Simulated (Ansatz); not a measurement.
Input for Ansatz (a first-principles code): U-wB97X-V/cc-pVTZ on BF2HO (SMILES OB(F)F), a point of a bond scan (R = 1.599 Å).

Ansatz 0.2 input:
```yaml
crystal:
  periodic: [false, false, false]
  atoms:
    - {symbol: B, position_ang: [-0.01132654, -0.00676178, 0.01792770]}
    - {symbol: F, position_ang: [1.54589151, -0.25564610, -0.24561058]}
    - {symbol: F, position_ang: [-0.53872025, -0.47351002, 1.13641053]}
    - {symbol: O, position_ang: [-0.79276045, 0.65749755, -0.85724911]}
    - {symbol: H, position_ang: [-0.32999807, 0.96290708, -1.64415257]}
basis:
  gaussian:
    orbitals: cc-pVTZ
hamiltonian:
  xc: {name: wB97X-V}
magnetization: {spin_polarized: true, initial_magnetization: 0}
```

The head of its log:

```
WARN ansatz: RAYON_NUM_THREADS=1 ignored (pool sized by the plan → 1); use --threads N
Functional definition: wB97X-V
integrals: 0.05 GiB planned
731 factors; their error is unknown
integrals: 0.09 GiB planned
141 factors; integrals over basis functions are off by at most 9.1e-6 eV
mean field: 0.68 GiB planned
mean field evaluation 1: about -8173.2907 eV, gradient 3.8e1 eV
mean field evaluation 2: about -8173.1336 eV, gradient 4.2e1 eV
```

Task: What total energy does the run end on?

Result: -300.5248 hartree.
